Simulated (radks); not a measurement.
The erbium ion Er41+, 27 electrons, occupied as [Ar] 3d9.

Calculated with a radial shooting solver on a logarithmic mesh with Libxc functionals: scalar-relativistic Kohn-Sham, SCAN, spin-polarised, spherical densities, finite nucleus; open shells are filled with parallel spins first (spin-orbit coupling, left out, can overturn this in heavy ions); meta-GGA in the generalised Kohn-Sham scheme; Fermi nuclear charge, rms radius 5.2516 fm.

Energy parts (eV):
part                      energy
total                 -325299.66
kinetic                354828.48
electron-nucleus      -737822.16
Hartree                 63341.30
exchange-correlation    -5647.29

Orbitals (lengths in bohr, moments of r in powers of bohr; <r^-3> diverges for s and p1/2; r(90%) holds 90 % of the orbital's charge):
1s up: occ. 1; eigenvalue (eV) -59432.09; <r^2> 0.0005679; r(90%) 0.0369
1s down: occ. 1; eigenvalue (eV) -59431.92; <r^2> 0.0005678; r(90%) 0.0369
2s up: occ. 1; eigenvalue (eV) -11619.83; <r^2> 0.008777; r(90%) 0.133
2s down: occ. 1; eigenvalue (eV) -11616.28; <r^2> 0.008774; r(90%) 0.133
2p up: occ. 3; eigenvalue (eV) -10504.67; <r^2> 0.007135; <r^-3> 14410; r(90%) 0.124
2p down: occ. 3; eigenvalue (eV) -10501.56; <r^2> 0.007132; <r^-3> 14410; r(90%) 0.124
3s up: occ. 1; eigenvalue (eV) -3995.679; <r^2> 0.05495; r(90%) 0.320
3s down: occ. 1; eigenvalue (eV) -3989.999; <r^2> 0.05502; r(90%) 0.321
3p up: occ. 3; eigenvalue (eV) -3652.136; <r^2> 0.05460; <r^-3> 3305; r(90%) 0.323
3p down: occ. 3; eigenvalue (eV) -3646.475; <r^2> 0.05468; <r^-3> 3299; r(90%) 0.324
3d up: occ. 5; eigenvalue (eV) -3242.962; <r^2> 0.04449; <r^-3> 443.4; r(90%) 0.301
3d down: occ. 4; eigenvalue (eV) -3236.516; <r^2> 0.04456; <r^-3> 443.0; r(90%) 0.302

The highest occupied level is 3d down at -3236.5 eV. The density falls to 0.001 e/bohr^3 at r = 0.71 bohr. The spin density at the nucleus is -1.16 e/bohr^3 (1s -2.76, 2s -20.14, 3s 21.74). Spin moment in Bohr magnetons: 1. The electron density at the nucleus is 9.151e+05 e/bohr^3 (large components only). For comparison, the ionisation energy in NIST's Atomic Spectra Database is 3265 eV (theoretical). In exact Kohn-Sham theory the highest level is minus the ionisation energy, but local and semilocal functionals leave it too shallow, through self-interaction and a potential that decays too fast; potentials with the right tail come closer.
